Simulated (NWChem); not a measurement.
BrGe

```xyz
2

Ge     0.0000     0.0000     1.2298
Br     0.0000     0.0000    -1.1244
```
Charge 0, spin multiplicity 2.

All runs are NWChem calculations. Structure: optimised with UB3LYP/def2-SVP, a minimum by its harmonic frequencies.

The Hamiltonian is non-relativistic. The correlated methods keep 18 core orbitals frozen. The Pople sets run with spherical d functions. This spin state was chosen for the runs; another may lie lower. The structure started from a generated list of species. The unpaired electrons of the parent sit in orbitals of symmetry b2 (C2v labels of the run); other states weren't searched. The stability of the SCF solutions was not checked.

Worked example. A B2PLYP run in 6-311G** ends its self-consistent part (53 % exact exchange, 47 % B88, 73 % LYP) at -4650.17529 Ha, and second-order perturbation theory on those orbitals gives -0.57485 Ha unscaled.

The perturbative term enters with the weight 0.27: -4650.17529 + 0.27·(-0.57485) = -4650.33050 Ha is the total energy.
